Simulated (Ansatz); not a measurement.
Consider the hydrogenolysis of the Si–Cl bond: `O[Si@H](Cl)C[Si@H](O)Cl` + H₂ → `O[SiH2]C[SiH](O)Cl` + HCl.

Program: Ansatz. Geometries: PBE0-D4/def2-TZVP. ΔE: electronic, gas phase. CCSD(T)/CBS is the MP2 limit (def2-TZVPP, def2-QZVPP) plus CCSD(T) − MP2 in def2-TZVPP, frozen cores. This one scheme is used for every species. DFT in def2-TZVPP. B3LYP here is the variant with VWN-RPA as its local correlation; programs differ in this. Each species was taken in one conformer, which may not be the lowest.

Q: Is it downhill or uphill in electronic energy at CCSD(T)/CBS, and by how much? (An estimate is asked.)

A: Computed: Uphill: ΔE = +88.9 kJ/mol.

Q: What do these levels give: PBE0-D4, ωB97M-V, B2PLYP, r2SCAN, PBE0, B3LYP, MP2/def2-TZVPP, CCSD/def2-TZVPP, MP2/def2-QZVPP, SCS-MP2/def2-QZVPP, MP2/CBS(def2), CCSD/CBS(def2)? (Estimate.)

A: The calculation gave: PBE0-D4 88.8, ωB97M-V 90.3, B2PLYP 85.1, r2SCAN 93.6, PBE0 84.1, B3LYP 80.1, MP2/def2-TZVPP 93.2, CCSD/def2-TZVPP 79.6, MP2/def2-QZVPP 96.4, SCS-MP2/def2-QZVPP 89.3, MP2/CBS(def2) 98.7, CCSD/CBS(def2) 85.1 kJ/mol.

Largest T1 diagnostic among the species: 0.011.

The D4 term adds +8.5 kJ/mol with B3LYP and +4.7 kJ/mol with PBE0; it sums over pairs of atoms, weighted by their polarisabilities, and B3LYP, whose exchange is more repulsive, gets the larger term. In def2-TZVPP, CCSD(T) changes the Hartree–Fock value by +9.5 kJ/mol (the triples alone add +3.8 kJ/mol) and MP2 by +19.3 kJ/mol.
